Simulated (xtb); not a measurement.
CdCl2, SMILES [Cd]([Cl])[Cl]. All values are semi-empirical tight-binding results from xtb (GFN2-xTB unless named), good for trends rather than for accurate numbers. Coordinates come from a GFN2-xTB optimisation. The isomer is the one that the SMILES or the coordinates give; other isomers of the formula were not compared.

Optimised geometry:

```xyz
3

Cd     0.0000     0.0000    -0.5386
Cl     0.0000    -1.8648     0.7604
Cl     0.0000     1.8648     0.7604
```

For metal compounds this method's bond lengths and energies can be far off.

```
Item                                           Result
-------------------------------------  --------------
point group as xtb finds it                       C2v
orbital gap                                   3.06 eV
zero-point energy                        0.9 kcal/mol
G − E(el) at 298.15 K (modified RRHO)  -17.8 kcal/mol
```

Computed atomic charges and the Wiberg bond orders between heavy atoms:
charges (e) Cd1 0.42, Cl2 -0.21, Cl3 -0.21. Bond orders Cd1–Cl2 0.94, Cd1–Cl3 0.94, Cl2–Cl3 0.30.
